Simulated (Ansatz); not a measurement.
Geometry optimisation, RKS PBE/def2-SVP (Ansatz 0.2.0).

The input (input.yaml):

```yaml
crystal:
  periodic: [false, false, false]
  atoms:
    - { symbol: Ge, position_ang: [0.0, 0.0, 0.0] }
    - { symbol: O, position_ang: [0.0, 0.0, 2.12] }
    - { symbol: H, position_ang: [-0.9095, -0.2814, 2.4571] }
    - { symbol: Cl, position_ang: [2.0935, 0.0, -0.7393] }
    - { symbol: Cl, position_ang: [-1.0456, 1.8115, -0.7393] }
    - { symbol: F, position_ang: [-0.7913, -1.3709, -0.5594] }
    - { symbol: O, position_ang: [1.0856, 1.6372, 0.6527] }
    - { symbol: Al, position_ang: [2.5401, 1.5558, 1.6756] }
    - { symbol: H, position_ang: [3.2578, 0.1896, 1.9037] }
    - { symbol: H, position_ang: [3.0971, 2.8506, 2.3439] }
    - { symbol: H, position_ang: [0.6866, 1.0354, 1.7535] }
basis:
  gaussian: { orbitals: def2-SVP }
hamiltonian:
  xc: pbe
relax:
  f_tol: 0.15
  max_steps: 25
  restrain:
    - { distance: [0, 6], at: 1.77, k: 30.0 }
    - { distance: [10, 1], at: 1.01, k: 30.0 }
    - { distance: [0, 1], at: 2.97, k: 30.0 }
    - { distance: [10, 6], at: 2.21, k: 30.0 }
```

Command:

```bash
$ ansatz run input.yaml --threads 4 --pin off --max-ram 5120MiB --backend cpu --events-out ev --progress --plain --runs-dir out
```

Q: Where does it end, and by what steps?

A: The run converged. The restraints hold the end off the free minimum; the threshold counts their pulls, which the force column leaves out. Restrained pairs: Ge1–O7 (2.07 → 1.75 Å), O2–H11 (1.30 → 0.99 Å), Ge1–O2 (2.12 → 3.01 Å), O7–H11 (1.32 → 2.22 Å). After 19 steps the energy has fallen by 4.448 eV (the restraints' own energy left out); F6 moved furthest, 1.31 Å.

```json
{"step": "0", "energy less start (eV)": "0.0000", "largest force component (eV/Å)": "5.454", "accepted": "yes"}
{"step": "1", "energy less start (eV)": "0.2645", "largest force component (eV/Å)": "4.753", "accepted": "yes"}
{"step": "2", "energy less start (eV)": "-0.0025", "largest force component (eV/Å)": "4.279", "accepted": "yes"}
{"step": "3", "energy less start (eV)": "-1.1454", "largest force component (eV/Å)": "3.231", "accepted": "yes"}
{"step": "4", "energy less start (eV)": "-2.2655", "largest force component (eV/Å)": "1.807", "accepted": "yes"}
{"step": "5", "energy less start (eV)": "-2.7761", "largest force component (eV/Å)": "1.880", "accepted": "yes"}
{"step": "6", "energy less start (eV)": "-3.0927", "largest force component (eV/Å)": "1.482", "accepted": "yes"}
{"step": "7", "energy less start (eV)": "-3.3214", "largest force component (eV/Å)": "0.642", "accepted": "yes"}
{"step": "8", "energy less start (eV)": "-3.4519", "largest force component (eV/Å)": "0.701", "accepted": "yes"}
{"step": "9", "energy less start (eV)": "-3.5513", "largest force component (eV/Å)": "0.715", "accepted": "yes"}
{"step": "10", "energy less start (eV)": "-3.6477", "largest force component (eV/Å)": "1.525", "accepted": "yes"}
{"step": "11", "energy less start (eV)": "-3.8560", "largest force component (eV/Å)": "1.414", "accepted": "yes"}
{"step": "12", "energy less start (eV)": "-4.0990", "largest force component (eV/Å)": "1.318", "accepted": "yes"}
{"step": "13", "energy less start (eV)": "-4.2118", "largest force component (eV/Å)": "1.767", "accepted": "yes"}
{"step": "14", "energy less start (eV)": "-4.2908", "largest force component (eV/Å)": "0.973", "accepted": "yes"}
{"step": "15", "energy less start (eV)": "-4.3505", "largest force component (eV/Å)": "0.892", "accepted": "yes"}
{"step": "16", "energy less start (eV)": "-4.3921", "largest force component (eV/Å)": "1.145", "accepted": "yes"}
{"step": "17", "energy less start (eV)": "-4.4144", "largest force component (eV/Å)": "0.917", "accepted": "yes"}
{"step": "18", "energy less start (eV)": "-4.4169", "largest force component (eV/Å)": "0.816", "accepted": "no"}
{"step": "19", "energy less start (eV)": "-4.4480", "largest force component (eV/Å)": "0.982", "accepted": "yes"}
```

```xyz
11
Properties=species:S:1:pos:R:3
Ge 0.432 0.559 -0.451
O 0.426 0.464 2.553
H 0.124 -0.318 2.015
Cl 1.722 -0.494 -1.804
Cl -1.242 1.437 -1.466
F -0.312 -0.769 0.503
O 1.232 1.756 0.542
Al 2.185 1.218 2.002
H 3.105 -0.074 1.801
H 2.476 2.446 2.973
H -0.133 1.203 2.201
```

Run time: 42 s on 4 threads of Arm Neoverse V2, with other jobs on the host, peak memory 0.24 GiB.
